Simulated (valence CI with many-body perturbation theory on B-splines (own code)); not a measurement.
**Dy²⁶⁺: calculated level list**

Level of theory: relativistic CI+MBPT: four valence electrons over a frozen Dirac-Fock core [Kr], a basis of 7 s, 7 p, 8 d, 6 f, 4 g, 1 h functions for each j, with the one-electron correlation potential Σ1, the two-electron term Σ2, the three-electron term Σ3, Breit, model QED; selected CI, second order for the rest, scaled by the run's own slope (own B-spline code, finite nucleus).

No measured spectrum was set against this ion. As an estimate, large intervals hold to a few tenths of a per cent, small ones and those within an open d or f shell to about a per cent. The list stops below the first excitations out of the core.

Levels 1 to 34 of 34, with energies above the lowest level, (4d3/2^4) J=0. "Leading %" is the weight of the configuration and term that name the level; weights of strongly mixed levels are sums over their largest components and can fall short. In the jj column 3d3/2^4 stands for four electrons in 3d with j = 3/2.

```tsv
No.	Configuration	Term	J	E (cm⁻¹)	Leading %	Leading jj	Second component
1	4d⁴	³P	0	0	53	4d3/2^4 (94 %)	37 % 4d⁴ ⁵D
2	4d⁴	⁵D	1	51877	69	4d3/2^3 4d5/2 (95 %)	30 % 4d⁴ ³P
3	4d⁴	⁵D	2	78584	66	4d3/2^3 4d5/2 (69 %)	10 % 4d⁴ ³D
4	4d⁴	³F	4	84505	31	4d3/2^3 4d5/2 (93 %)	21 % 4d⁴ ³H
5	4d⁴	⁵D	3	89829	44	4d3/2^3 4d5/2 (74 %)	24 % 4d⁴ ³F
6	4d⁴	⁵D	0	129430	58	4d3/2^2 4d5/2^2 (92 %)	22 % 4d⁴ ³P
7	4d⁴	⁵D	4	135620	42	4d3/2^2 4d5/2^2 (90 %)	40 % 4d⁴ ³H
8	4d⁴	³F	2	139780	34	4d3/2^2 4d5/2^2 (75 %)	24 % 4d⁴ ⁵D
9	4d⁴	³G	3	141410	48	4d3/2^2 4d5/2^2 (75 %)	36 % 4d⁴ ⁵D
10	4d⁴	³H	5	152990	70	4d3/2^2 4d5/2^2 (99 %)	30 % 4d⁴ ³G
11	4d⁴	³P	1	158720	53	4d3/2^2 4d5/2^2 (88 %)	30 % 4d⁴ ³D
12	4d⁴	³H	6	161650	55	4d3/2^2 4d5/2^2 (97 %)	44 % 4d⁴ ¹I
13	4d⁴	³G	4	171740	61	4d3/2^2 4d5/2^2 (95 %)	34 % 4d⁴ ¹G
14	4d⁴	³F	3	173470	42	4d3/2^2 4d5/2^2 (89 %)	34 % 4d⁴ ³D
15	4d⁴	³D	2	174480	38	4d3/2^2 4d5/2^2 (92 %)	30 % 4d⁴ ³P
16	4d⁴	³F	4	203350	46	4d3/2 4d5/2^3 (52 %)	28 % 4d⁴ ⁵D
17	4d⁴	³F	2	204620	40	4d3/2^2 4d5/2^2 (83 %)	30 % 4d⁴ ³P
18	4d⁴	³F	3	219260	48	4d3/2 4d5/2^3 (91 %)	18 % 4d⁴ ³G
19	4d⁴	³F	4	228490	42	4d3/2^2 4d5/2^2 (60 %)	37 % 4d⁴ ¹G
20	4d⁴	³D	1	231550	65	4d3/2 4d5/2^3 (91 %)	22 % 4d⁴ ³P
21	4d⁴	³G	5	231790	70	4d3/2 4d5/2^3 (99 %)	30 % 4d⁴ ³H
22	4d⁴	¹I	6	236010	55	4d3/2 4d5/2^3 (97 %)	44 % 4d⁴ ³H
23	4d⁴	³P	2	237440	56	4d3/2^2 4d5/2^2 (72 %)	20 % 4d⁴ ¹D
24	4d⁴	³P	0	250380	50	4d3/2 4d5/2^3 (75 %)	49 % 4d⁴ ¹S
25	4d⁴	³F	2	255470	58	4d3/2 4d5/2^3 (72 %)	34 % 4d⁴ ³P
26	4d⁴	¹F	3	258450	41	4d3/2 4d5/2^3 (94 %)	33 % 4d⁴ ³D
27	4d⁴	³F	3	291310	68	4d3/2 4d5/2^3 (99 %)	28 % 4d⁴ ¹F
28	4d⁴	³P	1	292030	93	4d3/2 4d5/2^3 (96 %)	5 % 4d⁴ ³D
29	4d⁴	¹S	0	293680	53	4d3/2^2 4d5/2^2 (60 %)	43 % 4d⁴ ³P
30	4d⁴	¹G	4	296900	77	4d3/2 4d5/2^3 (83 %)	16 % 4d⁴ ³F
31	4d⁴	¹D	2	302170	60	4d3/2 4d5/2^3 (56 %)	25 % 4d⁴ ³P
32	4d⁴	³F	4	316590	53	4d5/2^4 (84 %)	21 % 4d⁴ ¹G
33	4d⁴	¹D	2	351140	59	4d5/2^4 (62 %)	18 % 4d⁴ ³D
34	4d⁴	¹S	0	416760	68	4d5/2^4 (72 %)	31 % 4d⁴ ³P
```

The ionisation energy to 4d³ ⁴F3/2 of the next ion comes out as 925.85 eV (NIST: 924 ± 4 eV (theoretical)). All 34 levels together are meant to be complete up to 809520 cm⁻¹.
